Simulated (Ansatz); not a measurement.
Basis-set series for C₅H₁₄ClGeN, SMILES `CC(C)[NH][Ge]([CH3])([CH3])[Cl]`. Total charge 0; spin multiplicity 1. All single points use the PBE0-D4/def2-TZVP geometry. It is one conformer, not always the lowest.

```tsv
functional	basis	functions	energy (Eh)	HOMO (eV)	LUMO (eV)
PBE0-D4	def2-SVP	204	-2789.71098	-6.72	1.24
PBE0-D4	def2-TZVPP	472	-2790.41149	-6.85	0.69
ωB97M-V	def2-SVP	204	-2790.12385	-9.02	2.91
ωB97M-V	def2-TZVPP	472	-2790.83875	-9.17	2.14
```

(1) Give the rows for def2-QZVPP. (Estimate.)

Answers

(1) The calculation gave: 
```json
{"functional": "PBE0-D4", "basis": "def2-QZVPP", "functions": "921", "energy (Eh)": "-2790.48430", "HOMO (eV)": "-6.88", "LUMO (eV)": "0.29"}
{"functional": "ωB97M-V", "basis": "def2-QZVPP", "functions": "921", "energy (Eh)": "-2790.90951", "HOMO (eV)": "-9.20", "LUMO (eV)": "1.45"}
```

Positive LUMOs are unbound and depend on the basis. Scalar relativity is left out up to krypton.

Results of the Gaussian-basis code of Ansatz.
